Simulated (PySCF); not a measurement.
Species: C5H2N3O (doublet state).
Structure used (GFN2-xTB), in Å, numbered top down from 1:
```xyz
11
C5H2N3O angstrom
C      1.8838   -0.0144   -0.1624
O      0.7494   -0.4541   -0.7543
C     -0.4884   -0.1099   -0.1300
C     -0.6079    1.3191    0.1863
N     -0.7145    2.4248    0.4449
C     -0.6735   -0.8636    1.1153
N     -0.7510   -1.4806    2.0717
C     -1.5910   -0.4547   -1.0320
N     -2.4601   -0.7115   -1.7223
H      2.7640   -0.5450   -0.4558
H      1.8946    0.8924    0.4127
```

The hyperfine couplings belong to this conformer and change with its torsions.

As a line formula: `[CH2]OC(C#N)(C#N)C#N` [radical].

Theory: UKS B3LYP, pcH-1 on C H N O, non-relativistic, mean-field spin-orbit, GIAO (PySCF). The structure is a single GFN2-xTB conformer in the gas phase; no vibrational or solvent corrections. Couplings are sensitive to structure, and on GFN2-xTB geometries they can be far from those on DFT ones. The SCF solution wasn't tested for stability.

The largest Mulliken spin populations are on C1 (+0.99) and O2 (+0.08). No atom but C1 exceeds +0.15. The angles at C1 add up to 359.2°, so it is planar; its axial dipolar tensor and the negative couplings of its protons fit spin in a p orbital normal to that plane.

**Question.** McConnell's relation a(H) = Q·ρ ties the coupling of a proton on a planar π carbon to the spin population of that carbon. What Q do the computed values give?

**Answer.** 
```json
{"H": "H10", "C": "C1", "ρ(C)": "+0.986", "a(H) (G)": "-23.97", "a/ρ (G)": "-24.3"}
{"H": "H11", "C": "C1", "ρ(C)": "+0.986", "a(H) (G)": "-21.40", "a/ρ (G)": "-21.7"}
```

These protons share one ρ (within 0.01), so their mean ratio, Q = -23.0 G, is no test of linearity.

Couplings in gauss use g_iso = 2.0030.

On one thread, Arm Neoverse V1 (aarch64) (shared host), this took 56 s of wall time (grids of density and orbitals included) and 0.90 GiB of memory at its peak.
